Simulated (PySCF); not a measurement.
C7H3F3.
Numbering: `[CH:1]#[C:2][C:3]#[C:4][C:5](=[CH2:6])[C:7]([F:8])([F:9])[F:10]` (hydrogens: H11 on C1; H12, H13 on C6)

Computed with TDDFT PBE0/def2-SVPD, vertical, gas phase, core orbitals frozen in the response (PySCF). Isolated species at its GFN2-xTB geometry, gas phase. Torsions of this conformer, `[CH:1]#[C:2][C:3]#[C:4][C:5](=[CH2:6])[C:7]([F:8])([F:9])[F:10]`: C4–C5–C7–F8 60°.

Computed singlets with f of 0.002 or more:

```json
{"state": "S2", "λ (nm)": "280.9", "f": "0.152"}
{"state": "S4", "λ (nm)": "203.9", "f": "0.591"}
{"state": "S6", "λ (nm)": "188.9", "f": "0.214"}
```

**Question.** Turn these into Einstein A coefficients, radiative lifetimes, transition dipoles and integrated cross-sections.

**Answer.** For one non-degenerate pair of states in vacuum, A = 0.6670 f ν̃² s⁻¹ with ν̃ in cm⁻¹, τ = 1/A, |μ|² = 3f / (2ΔE) in atomic units, and the integrated cross-section is ∫σ dE = 109.76 f Mb·eV.

| state | A (s⁻¹) | τ | \|μ\| (D) | ∫σ dE (Mb·eV) |
| --- | --- | --- | --- | --- |
| S2 | 1.3×10⁸ | 7.8 ns | 3.01 | 17 |
| S4 | 9.5×10⁸ | 1.1 ns | 5.06 | 65 |
| S6 | 4.0×10⁸ | 2.5 ns | 2.93 | 23 |

Leading configurations: S2 H→L (71%); S4 H→L+2 (42%); S6 H-2→L (76%) (H = HOMO, L = LUMO).

The rates are for emission to S0 at the absorption energy, with no other channel.

**Question.** What is the integrated cross-section of all computed states together?

**Answer.** Σf = 0.957 over S1 to S6, so 109.76 × Σf ≈ 105 Mb·eV.

**Question.** How much energy does a mole of photons resonant with S4 carry?

**Answer.** 6.081 eV × 96.485 = 587 kJ/mol (140 kcal/mol).

**Question.** Which computed singlets stay under f = 0.002?

**Answer.** S1 (4.09 eV, f 0.0000), S3 (4.56 eV, f 0.0000) and S5 (6.41 eV, f 0.0000).
